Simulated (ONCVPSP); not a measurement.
# Before and after: ONCV potential for Tc (Z = 43)

ONCVPSP 4.0.1 input, shortened (lines: element, Z, core and valence counts, functional; n l f; lmax; l rc ep ncon nbas qcut; lloc lpopt rc5 dvloc0; l nproj debl; icmod fcfact rcfact), PBEsol, fully relativistic:

```
  Tc 43.00    8    2  -116133      upf
    1    0    2.00
    2    0    2.00
    2    1    6.00
    3    0    2.00
    3    1    6.00
    3    2   10.00
    4    0    2.00
    4    1    6.00
    4    2    5.00
    5    0    2.00
    2
    0    2.45    0.00    4    7    2.60
    1    2.45    0.06    4    9    3.80
    2    2.30    0.00    4    9    6.10
    4    5    1.85    6.00
    0    3    2.90
    1    2    2.00
    2    2    0.80
    3    2.00    1.60
```

Open shells are filled in proportion to 2j + 1.

In the p channel the program set the typed energies aside and used 0.050, 2.050 Ha (j = l + 1/2; the other j can differ).

Change: local potential polynomial inside 1.85 bohr (lpopt 5, dvloc0 0 Ha).

Cutoffs: the cutoffs (Ha) at which the residual kinetic energy of the hardest occupied pseudo-wave falls to 1 and 0.1 mHa per electron; they do not see the model core or the augmentation charge, which bear on the density cutoff. Errors are all-electron minus pseudo energies relative to the spin-unpolarised reference configuration.

Task: What does the change do?

Result: The potential gets neither clearly harder nor softer (15 Ha and 17 Ha → 15 Ha and 17 Ha); both files keep a bound ghost (p); the errors of the 4 common tests hardly move; the range in which the s phases agree narrows (upper end at the end of the scan → 3.5).

```tsv
quantity	base	changed
cutoff, loose	15 Ha	15 Ha
cutoff, tight	17 Ha	17 Ha
bound ghosts	p3/2, p1/2	p3/2, p1/2
GHOST(+) flags under 300 eV	s at 187.7 eV	s at 123.5 eV
error for 4d5 5s1, meV [ΔE 8.20 eV]	-14	-13
error for 4d5 5s0, meV [ΔE 23.04 eV]	-116	-116
error for 4d4 5s0, meV [ΔE 51.73 eV]	-266	-266
error for 4d5.5 5s1.5, meV [ΔE -0.62 eV]	-14	-14
s: phases at 2.49 bohr within 0.05 rad from the reference energy up to (Ha; the scan ends near 5)	to the end of the scan	3.5
p3/2: phases at 2.49 bohr within 0.05 rad from the reference energy up to (Ha; the scan ends near 5)	3.6	3.5
p1/2: phases at 2.49 bohr within 0.05 rad from the reference energy up to (Ha; the scan ends near 5)	3.5	3.7
d5/2: phases at 2.33 bohr within 0.05 rad from the reference energy up to (Ha; the scan ends near 5)	to the end of the scan	to the end of the scan
d3/2: phases at 2.33 bohr within 0.05 rad from the reference energy up to (Ha; the scan ends near 5)	to the end of the scan	to the end of the scan
rms error of d²Exc/dni dnj with the model core, mHa	5.21	5.21
```

Base: The cutoffs count occupied waves only; projector 3 of the s channel, the hardest unoccupied one, needs 39 Ha at the loose tolerance. Changed file: The cutoffs count occupied waves only; projector 3 of the s channel, the hardest unoccupied one, needs 39 Ha at the loose tolerance. A true bound ghost makes a file unfit for plane-wave use even where its test errors are small: the radial tests pick states by their node count and pass the ghost by.
